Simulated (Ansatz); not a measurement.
F$_{2}$H$_{4}$Si$_{2}$ (`F[SiH2][SiH2]F`), charge 0, multiplicity 1.

Give a relaxed structure at PBE0-D4/def2-TZVP (Ansatz). (An estimate is asked.)

The calculation gave: 
Cartesian coordinates in Å:
```
F 1.326 1.605 0.888
Si 1.010 0.540 -0.274
Si -1.010 -0.540 0.274
F -1.325 -1.606 -0.887
H 0.909 1.276 -1.560
H 2.143 -0.417 -0.345
H -0.909 -1.275 1.561
H -2.144 0.416 0.344
```
Point group C2h.
